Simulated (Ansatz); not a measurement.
Born–Oppenheimer molecular dynamics of CH$_{4}$BClSSi (9 atoms, charge 0, multiplicity 1). It starts at the highest image of a converged band. Of that band: Neighbouring images differ by up to 1.3 eV, so the band resolves the path poorly. A vibrational analysis at the climbing image gives one clearly imaginary mode, 1040i cm⁻¹, and a faint second one (14i cm⁻¹) that may be numerical noise or a soft torsion: probably a first-order saddle point.

These are results of Ansatz, UKS PBE/def2-SVP, not measurements.

```json
{
  "ensemble": "NVE (velocity Verlet)",
  "time step": "0.5 fs",
  "steps asked": "200",
  "starting velocities drawn for": "300 K",
  "seed": "8106"
}
```

Frames 5 fs apart, positions in Å, forces in eV/Å.

Velocities at 35.0 fs (Å/ps):

```
B -8.95 14.87 -10.26
C 11.12 -26.16 -3.02
S 4.92 0.65 0.95
Si -3.17 1.05 4.11
Cl -2.63 0.23 2.07
H -7.41 51.07 -29.74
H -9.07 16.91 -23.91
H -2.16 -2.08 -2.27
H 6.30 28.54 -15.88
```

```xyz
9
Properties=species:S:1:pos:R:3:forces:R:3 time_fs=35.0 energy_less_start_eV=-0.864 T=1253
B 1.518 1.056 -0.549 -0.81 -1.96 0.03
C 0.321 0.091 -0.174 1.16 0.66 -1.83
S 0.354 1.190 -1.844 -0.31 0.22 0.44
Si -1.201 -0.597 0.444 -2.30 -0.14 1.27
Cl -1.922 0.518 2.023 -0.35 0.22 0.64
H 0.439 -0.973 -0.492 1.59 -0.28 -0.67
H 2.693 0.908 -0.449 0.48 0.74 0.36
H -0.942 -2.038 0.902 0.12 0.53 -0.09
H -2.379 -0.668 -0.508 0.42 0.00 -0.15
9
Properties=species:S:1:pos:R:3:forces:R:3 time_fs=40.0 energy_less_start_eV=-1.105 T=1518
B 1.472 1.107 -0.594 1.80 -2.13 1.79
C 0.384 -0.014 -0.201 0.96 0.04 -2.49
S 0.375 1.194 -1.840 -2.17 0.57 -1.28
Si -1.225 -0.591 0.469 -0.61 0.27 -0.20
Cl -1.937 0.520 2.036 -0.23 0.32 0.62
H 0.610 -0.977 -0.783 0.45 0.50 0.89
H 2.689 1.085 -0.521 -0.29 0.72 0.44
H -0.945 -1.999 0.882 -0.06 -0.12 0.13
H -2.301 -0.534 -0.592 0.15 -0.18 0.10
9
Properties=species:S:1:pos:R:3:forces:R:3 time_fs=45.0 energy_less_start_eV=-1.148 T=1569
B 1.461 1.111 -0.602 2.23 -1.15 2.24
C 0.466 -0.104 -0.272 0.86 -0.42 -2.42
S 0.381 1.202 -1.844 -2.53 0.25 -1.77
Si -1.255 -0.584 0.492 1.50 0.17 -1.32
Cl -1.952 0.524 2.053 -0.11 0.41 0.55
H 0.904 -1.012 -0.933 -0.93 1.12 1.90
H 2.636 1.423 -0.487 -0.43 0.17 0.50
H -0.963 -1.981 0.890 -0.26 -0.36 0.24
H -2.192 -0.439 -0.658 -0.33 -0.18 0.09
9
Properties=species:S:1:pos:R:3:forces:R:3 time_fs=50.0 energy_less_start_eV=-1.232 T=1660
B 1.495 1.091 -0.563 0.24 0.27 0.82
C 0.555 -0.186 -0.379 -1.68 3.65 0.96
S 0.369 1.212 -1.860 -0.68 -0.83 -0.22
Si -1.272 -0.576 0.504 2.46 -0.72 -1.64
Cl -1.969 0.531 2.073 0.04 0.39 0.35
H 1.107 -0.975 -0.783 0.70 -2.44 -0.85
H 2.482 1.799 -0.337 -0.41 -0.64 0.36
H -1.043 -2.023 0.946 -0.38 0.43 -0.06
H -2.150 -0.387 -0.697 -0.28 -0.12 0.28
9
Properties=species:S:1:pos:R:3:forces:R:3 time_fs=55.0 energy_less_start_eV=-0.761 T=1142
B 1.535 1.076 -0.505 -1.62 0.89 -0.28
C 0.625 -0.218 -0.475 0.73 -0.79 0.37
S 0.352 1.216 -1.879 0.87 -1.40 0.94
Si -1.269 -0.573 0.503 2.12 -0.20 -1.41
Cl -1.985 0.540 2.096 0.27 0.25 -0.01
H 1.308 -1.255 -0.736 -2.13 2.39 0.25
H 2.237 2.026 -0.105 -0.07 -1.13 0.04
H -1.203 -1.992 0.995 -0.04 0.02 -0.07
H -2.173 -0.363 -0.677 -0.12 -0.03 0.17
9
Properties=species:S:1:pos:R:3:forces:R:3 time_fs=60.0 energy_less_start_eV=-0.494 T=849
B 1.539 1.077 -0.453 -2.95 -0.08 -0.99
C 0.700 -0.249 -0.561 -3.25 5.56 2.25
S 0.341 1.209 -1.890 1.62 -1.48 1.33
Si -1.248 -0.571 0.490 1.42 0.39 -0.66
Cl -2.000 0.552 2.118 0.56 0.05 -0.42
H 1.120 -1.158 -0.672 1.65 -3.90 -1.42
H 1.986 2.016 0.148 0.67 -0.28 0.12
H -1.375 -1.955 1.028 0.25 -0.32 -0.09
H -2.224 -0.347 -0.621 0.02 0.07 -0.13
9
Properties=species:S:1:pos:R:3:forces:R:3 time_fs=65.0 energy_less_start_eV=-0.443 T=791
B 1.484 1.081 -0.419 -1.73 0.71 -0.23
C 0.732 -0.222 -0.611 -1.79 -2.66 0.86
S 0.342 1.192 -1.892 1.49 -0.84 1.13
Si -1.216 -0.567 0.471 0.38 0.10 0.07
Cl -2.010 0.563 2.138 0.82 -0.18 -0.77
H 1.048 -1.401 -0.842 -0.48 3.02 0.02
H 1.871 1.904 0.408 0.41 -0.48 -0.58
H -1.485 -1.972 1.033 0.57 0.26 -0.37
H -2.266 -0.318 -0.587 0.34 0.07 -0.13
9
Properties=species:S:1:pos:R:3:forces:R:3 time_fs=70.0 energy_less_start_eV=-0.812 T=1193
B 1.389 1.097 -0.392 -0.60 0.21 0.03
C 0.723 -0.225 -0.641 -3.14 0.69 1.62
S 0.353 1.169 -1.886 0.89 0.14 0.66
Si -1.179 -0.561 0.452 0.01 0.53 0.11
Cl -2.015 0.573 2.152 1.06 -0.43 -1.06
H 0.937 -1.185 -1.044 0.75 -1.26 -0.54
H 1.859 1.702 0.548 0.26 0.17 -0.53
H -1.468 -1.951 0.963 0.48 -0.12 -0.12
H -2.235 -0.272 -0.586 0.29 0.07 -0.16
9
Properties=species:S:1:pos:R:3:forces:R:3 time_fs=75.0 energy_less_start_eV=-0.772 T=1152
B 1.281 1.118 -0.365 0.74 -0.37 0.16
C 0.654 -0.227 -0.639 -1.89 -2.32 -0.40
S 0.371 1.147 -1.875 -0.11 1.39 -0.10
Si -1.142 -0.551 0.434 0.00 0.64 -0.22
Cl -2.013 0.581 2.160 1.25 -0.66 -1.30
H 0.965 -1.116 -1.349 -0.20 0.99 2.08
H 1.909 1.535 0.569 0.06 0.66 -0.24
H -1.338 -1.958 0.863 0.23 -0.35 0.14
H -2.142 -0.209 -0.623 -0.08 0.03 -0.12
9
Properties=species:S:1:pos:R:3:forces:R:3 time_fs=80.0 energy_less_start_eV=-0.878 T=1268
B 1.188 1.130 -0.334 1.58 -0.97 0.48
C 0.545 -0.252 -0.632 -0.50 -0.27 0.25
S 0.389 1.135 -1.865 -0.76 1.58 -0.67
Si -1.106 -0.537 0.415 -0.75 -0.37 -0.39
Cl -2.002 0.584 2.158 1.38 -0.80 -1.43
H 1.001 -1.040 -1.315 -0.22 -0.06 1.75
H 1.965 1.513 0.522 -0.40 0.52 -0.35
H -1.154 -2.022 0.789 -0.04 0.52 0.09
H -2.063 -0.142 -0.680 -0.29 -0.15 0.28
9
Properties=species:S:1:pos:R:3:forces:R:3 time_fs=85.0 energy_less_start_eV=-1.120 T=1534
B 1.127 1.122 -0.295 0.74 -1.06 -0.26
C 0.418 -0.272 -0.614 1.93 1.36 0.31
S 0.401 1.133 -1.859 -0.56 0.47 -0.52
Si -1.077 -0.525 0.392 -2.31 -0.29 0.29
Cl -1.982 0.581 2.147 1.38 -0.79 -1.34
H 1.095 -1.089 -0.963 -0.33 0.01 0.58
H 1.947 1.619 0.412 -0.08 0.38 0.27
H -0.980 -1.990 0.743 -0.31 0.17 0.31
H -2.054 -0.108 -0.677 -0.46 -0.26 0.37
9
Properties=species:S:1:pos:R:3:forces:R:3 time_fs=90.0 energy_less_start_eV=-0.660 T=1030
B 1.086 1.093 -0.259 0.81 0.26 -0.14
C 0.327 -0.260 -0.583 6.08 -0.08 -0.62
S 0.409 1.135 -1.857 -0.27 -0.39 -0.40
Si -1.068 -0.515 0.373 -4.71 -0.19 2.03
Cl -1.953 0.573 2.127 1.26 -0.61 -1.10
H 1.147 -1.206 -0.577 -1.95 2.21 -0.47
H 1.884 1.797 0.344 -0.50 -0.44 0.14
H -0.874 -1.925 0.771 -0.35 -0.41 0.46
H -2.150 -0.134 -0.593 -0.37 -0.35 0.11
```

Of the whole run (100 fs, mean temperature of the second half 1152 K): The conserved energy stayed within 0.46 meV per atom of its start (net change 0.094 meV per atom), so the integration is sound. The kinetic energy rose, since the run started high on the potential surface and went downhill. A run of 0.1 ps of so small a system gives no equilibrium averages. The orbitals stay closed-shell, which can raise the energy where a bond breaks towards radicals; this wasn't checked here.

Run time: 6.8 min on 2 threads of Intel(R) Xeon(R) Platinum 8488C (Sapphire Rapids), on a shared host, peak memory 0.19 GiB.
